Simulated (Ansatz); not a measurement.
Total energies of AsH2Et (C₂H₇As) from Ansatz at PBE-D4/def2-TZVP, gas phase (1 Eh = 27.2114 eV = 2625.5 kJ/mol). The reference geometry is relaxed at PBE0-D4/def2-SVP.

```xyz
10

As    0.429    0.057   -1.714
H     1.790    0.554   -1.233
H     1.007   -1.295   -2.126
C    -0.194   -0.530    0.076
C    -0.561    0.651    0.960
H     0.576   -1.157    0.549
H    -1.072   -1.171   -0.102
H    -0.950    0.313    1.934
H     0.310    1.295    1.161
H    -1.336    1.282    0.495
```

```csv
state,geometry,energy (Eh)
charge 0 singlet,reference,-2315.86560
charge 1 doublet,reference,-2315.52401
charge 1 doublet,relaxed at PBE0-D4/def2-SVP,-2315.54491
free As atom (quartet),–,-2235.47024
free H atom (doublet),–,-0.49962
free C atom (triplet),–,-37.79597
```

(1) Work out the vertical ionisation energy to the doublet.

(2) How much does the charge 1 doublet relax, and what is the adiabatic ionisation energy?

(3) What is the binding energy per atom against free atoms?

(1) E(charge 1 doublet) − E(charge 0 singlet) = -2315.52401 − (-2315.86560) = 0.34159 Eh = 9.30 eV. For comparison, −ε of the highest occupied level is 6.03 eV at this level, 3.27 eV less.

(2) Relaxation: -2315.52401 − (-2315.54491) = 0.02090 Eh = 0.57 eV. Adiabatic ionisation energy: 0.32069 Eh = 8.73 eV, without zero-point energy. 

(3) Atoms: 1 × (-2235.47024) + 7 × (-0.49962) + 2 × (-37.79597) = -2314.55952 Eh. Binding: -2314.55952 − (-2315.86560) = 1.30608 Eh = 35.54 eV, or 3.55 eV for each of 10 atoms (no zero-point energy, no counterpoise term).
